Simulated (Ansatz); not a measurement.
`O[SiH2]C#C[SiH2]O` → `O[SiH](O)C#C[SiH3]`  (isomerisation)

Program: Ansatz. Geometries: PBE0-D4/def2-TZVP. ΔE: electronic, gas phase. CBS: MP2 limit from def2 TZ/QZ plus the TZ coupled-cluster correction, frozen cores. DFT in def2-TZVPP. One conformer a species, not always the lowest.

`O[SiH2]C#C[SiH2]O`:

Cartesian coordinates in Å:
```
O 1.525 -2.898 0.204
Si 0.187 -2.272 0.919
C -0.083 -0.533 0.414
C -0.243 0.628 0.091
Si -0.514 2.368 -0.412
O -0.344 2.552 -2.034
H 2.349 -2.419 0.295
H 0.289 -2.277 2.400
H -0.947 -3.104 0.467
H -1.873 2.742 0.055
H 0.511 3.232 0.209
H -0.858 1.981 -2.607
```

`O[SiH](O)C#C[SiH3]`:

```xyz
12

O    -0.981   -0.027    2.741
Si   -0.589   -1.124    1.595
O    -1.847   -2.013    1.050
C     0.149   -0.224    0.176
C     0.620    0.384   -0.764
Si    1.343    1.286   -2.178
H    -1.229    0.855    2.460
H     0.345   -2.076    2.214
H    -2.412   -1.640    0.371
H     0.303    1.465   -3.221
H     2.476    0.503   -2.726
H     1.821    2.612   -1.717
```

Is it downhill or uphill in electronic energy at CCSD(T)/CBS, and by how much? (An estimate is asked.)

Ansatz gave: Downhill: ΔE = -21.4 kJ/mol.

What do these levels give: r2SCAN-D4, B97M-V, PBE0-D4, r2SCAN0-D4, PBE-QIDH, PBE0, r2SCANh, LC-ωPBE, HF/def2-SVP, CCSD/def2-SVP, HF/def2-TZVPP, SCS-MP2/def2-QZVPP? (Estimate.)

The calculation gave: r2SCAN-D4 -23.0, B97M-V -22.3, PBE0-D4 -22.6, r2SCAN0-D4 -22.9, PBE-QIDH -21.8, PBE0 -21.8, r2SCANh -22.7, LC-ωPBE -22.2, HF/def2-SVP -19.3, CCSD/def2-SVP -22.5, HF/def2-TZVPP -18.3, SCS-MP2/def2-QZVPP -19.1 kJ/mol.

Largest T1 diagnostic among the species: 0.013.

Leaving LDA and LC-ωPBE aside and taking each functional with its dispersion term where it has one, the values, not all of them listed here, spread over 2.5 kJ/mol, from r2SCAN-D4 to B2PLYP. LDA lies −4.5 kJ/mol from PBE without D4.
